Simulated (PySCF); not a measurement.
Which level of theory gave which numbers?

Species: C₂H₇NOSi.
SMILES: `C=CO[SiH2]N`

The closed-shell ground state was solved 7 times with PySCF (density fitting, gas phase), always in the pcSseg-2 basis (285 functions), with these functionals: B3LYP, B97-D, BHandHLYP, CAM-B3LYP, HF, PBE0 and wB97X-D. Geometry: PBE0-D3(BJ)/def2-SVP, one conformer, isolated molecule.

```tsv
row	total energy (Eh)	HOMO (eV)	LUMO (eV)	dipole (D)
P	-499.6713	-6.84	0.08	1.42
Q	-499.8884	-5.62	-0.63	1.42
R	-498.1990	-9.44	2.57	1.35
S	-500.0721	-6.63	-0.20	1.41
T	-499.9589	-8.20	0.89	1.41
U	-499.9651	-8.70	1.83	1.42
V	-499.9195	-7.89	0.76	1.39
```

Question: Which functional belongs to which row?

Answer: P = PBE0, Q = B97-D, R = HF, S = B3LYP, T = CAM-B3LYP, U = wB97X-D, V = BHandHLYP. By rising HOMO–LUMO gap: B97-D (GGA) 4.99 eV; B3LYP (global hybrid, 20 % exact exchange) 6.43 eV; PBE0 (global hybrid, 25 % exact exchange) 6.92 eV; BHandHLYP (global hybrid, 50 % exact exchange) 8.65 eV; CAM-B3LYP (range-separated hybrid) 9.09 eV; wB97X-D (range-separated hybrid) 10.53 eV; HF (all exact exchange) 12.01 eV. Total energies of different functionals aren't bounds to one another; each is stationary for its own functional.

Conformer computed: `[CH2:1]=[CH:2][O:3][SiH2:4][NH2:5]`: C1–C2–O3–Si4 6°, C2–O3–Si4–N5 -67°, H–N5–Si4–O3 80°, H–N5–Si4–O3 -70°.

B97-D and wB97X-D is run here without its empirical dispersion term; that term would change no orbital, density or response property at a fixed geometry.
